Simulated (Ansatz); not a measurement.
Gas-phase electronic energies from Ansatz, PBE0-D4/def2-TZVP geometries. CCSD(T)/CBS adds triple-zeta CCSD(T) − MP2 to the extrapolated MP2 energy (def2 sets, frozen cores). This one scheme is used for every species. Elements past krypton have def2 core potentials. For In outer-core shells are correlated without core-valence functions, which leaves a few kJ/mol of doubt a bond. One conformer a species, not always the lowest.

`[F][In]([Cl])[O][SiH3]` + HCl → `[F][In]([Cl])[Cl]` + silanol  (ligand exchange at the In–O bond)

```json
{"species": "`[F][In]([Cl])[O][SiH3]`", "SCS-MP2/def2-TZVPP energy (Eh)": "-1114.97693"}
{"species": "HCl", "SCS-MP2/def2-TZVPP energy (Eh)": "-460.30218"}
{"species": "`[F][In]([Cl])[Cl]`", "SCS-MP2/def2-TZVPP energy (Eh)": "-1208.71066"}
{"species": "`O[SiH3]`", "SCS-MP2/def2-TZVPP energy (Eh)": "-366.59311"}
```

**Question.** Work out ΔE.

**Answer.** ΔE = (-1208.71066) + (-366.59311) − (-1114.97693) − (-460.30218) = -0.02466 Eh = -15.5 kcal/mol. CCSD(T)/CBS gives -15.8 kcal/mol.

Largest T1 diagnostic among the species: 0.015.

From PBE to PBE0 (25 % exact exchange), in def2-TZVPP and without D4, ΔE moves by −0.9 kcal/mol. Leaving LDA and LC-ωPBE aside and taking each functional with its dispersion term where it has one, the values, not all of them listed here, spread over 2.2 kcal/mol, from r2SCAN0-D4 to BLYP-D4.
